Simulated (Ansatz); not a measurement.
H$_{8}$InNO$_{2}$Si$_{2}$ (`[NH2][In]([O][SiH3])[O][SiH3]`), relaxed with RKS PBE0-D4/def2-TZVP in the Gaussian-basis code of Ansatz from a GFN2-xTB geometry. The force threshold is 0.005 eV/Å; the program also tests the step.

Charge 0, multiplicity 1. In: def2 effective core potential.

Start:

```xyz
14

N    -2.604   -1.256   -1.696
In   -1.054   -0.429   -0.635
O     0.379    0.535   -1.559
Si    1.751    1.271   -1.120
O    -0.873   -0.682    1.301
Si    0.334   -0.516    2.365
H    -2.806   -0.656   -2.492
H    -3.434   -1.275   -1.110
H     2.656    0.356   -0.407
H     1.464    2.446   -0.277
H     2.270    1.662   -2.433
H     1.456   -1.413    2.038
H    -0.350   -0.917    3.598
H     0.810    0.874    2.427
```

```tsv
step	energy (eV)	largest force (eV/Å)	largest move (Å)
1	-26636.6953	0.975	0.000
2	-26636.8729	0.282	0.131
3	-26636.8863	0.147	0.046
4	-26636.8906	0.059	0.067
5	-26636.8933	0.029	0.083
6	-26636.8944	0.051	0.105
7	-26636.8951	0.029	0.018
8	-26636.8956	0.037	0.027
9	-26636.8960	0.046	0.052
10	-26636.8963	0.034	0.016
11	-26636.8964	0.020	0.012
12	-26636.8965	0.009	0.020
13	-26636.8966	0.004	0.017
```

End:

```xyz
14

N    -2.658   -1.173   -1.710
In   -1.118   -0.431   -0.679
O     0.258    0.704   -1.514
Si    1.715    1.315   -1.115
O    -0.751   -0.948    1.185
Si    0.345   -0.580    2.335
H    -2.958   -0.610   -2.495
H    -3.463   -1.426   -1.154
H     2.491    0.369   -0.261
H     1.577    2.597   -0.368
H     2.491    1.572   -2.358
H     1.544   -1.459    2.239
H    -0.275   -0.766    3.674
H     0.803    0.836    2.221
```

Run time 120 s (4 threads of an Arm Neoverse V2 on a shared host); peak host memory 0.99 GiB.
